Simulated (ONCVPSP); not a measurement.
Scattering properties, ONCV potential for Nd

- Element: Nd
- Generator: ONCVPSP 4.0.1
- Type: optimised norm-conserving Vanderbilt (ONCV)
- Functional: LDA (Perdew-Wang 92)
- Relativity: scalar-relativistic
- Frozen core: [Kr] 4d10 4f3
- Valence charge: 11
- Reference configuration: 5s2 5p6 5d1 6s2
- Partial waves: 5s+6s: rc 2.65 bohr, ncon 4, nbas 8, qcut 5.9 1/bohr, 2 projectors; 5p: rc 2.35 bohr, ncon 4, nbas 9, qcut 4.8 1/bohr, 3 projectors, debl 3.8 Ha; 5d: rc 3.45 bohr, ncon 4, nbas 9, qcut 5.3 1/bohr, 2 projectors, debl 1.4 Ha
- Local potential: polynomial inside 1.50 bohr (lpopt 5, dvloc0 0 Ha)
- Core correction: none

The phase is arctan(r·R′/R) of the radial function R(r), unwrapped; energies in Ha, scanned from -3 to 5 Ha. A pole is an energy at which the radial function vanishes at the test radius. The pseudo phase is shifted by a multiple of π to meet the all-electron one at the reference energy, and phase errors are pseudo minus all-electron; the curves can meet again beyond the range given. Levels narrower than the energy grid can be missing from the lists of poles.

Question: For each channel, where are the poles, and over which energies does the pseudopotential scatter like the atom?

Answer:

| channel | radius (bohr) | reference energy (Ha) | poles, all-electron | poles, pseudo | unbroken range about the reference energy with phases within 0.05 rad | phase error 1 Ha above the reference energy (rad) |
| --- | --- | --- | --- | --- | --- | --- |
| s | 2.68 | -0.15 | -1.53, 2.03 | -1.53, 1.33, 2.10 | below 1.3 | -0.005 |
| p | 2.38 | -0.91 | -0.52, 4.16 | -0.52, 4.16 | the whole range | -0.001 |
| d | 3.51 | -0.11 | 0.08, 1.90, 4.83 | 0.08, 1.90, 4.77 | the whole range | -0.000 |

Note: no bound ghost flagged; GHOST(+) flagged for s at 36.5 eV, p at 273.0 eV.

Phases in the d channel:

```csv
E (Ha),all-electron,pseudo
-2.98,1.437,1.437
-2.76,1.430,1.431
-2.54,1.423,1.423
-2.32,1.415,1.415
-2.10,1.405,1.405
-1.88,1.394,1.394
-1.66,1.379,1.379
-1.44,1.361,1.361
-1.22,1.335,1.335
-1.00,1.299,1.299
-0.78,1.240,1.240
-0.56,1.119,1.119
-0.34,0.679,0.679
-0.12,-1.111,-1.111
0.10,-1.594,-1.594
0.32,-1.806,-1.806
0.54,-2.149,-2.149
0.76,-3.387,-3.387
0.98,-4.273,-4.273
1.20,-4.499,-4.499
1.42,-4.598,-4.598
1.64,-4.659,-4.659
1.86,-4.704,-4.704
2.08,-4.745,-4.745
2.30,-4.789,-4.789
2.52,-4.848,-4.848
2.74,-4.950,-4.951
2.96,-5.242,-5.246
3.18,-6.699,-6.723
3.40,-7.489,-7.495
3.62,-7.659,-7.662
3.84,-7.731,-7.734
4.06,-7.773,-7.776
4.28,-7.802,-7.805
4.50,-7.825,-7.829
4.72,-7.845,-7.849
4.94,-7.863,-7.869
```
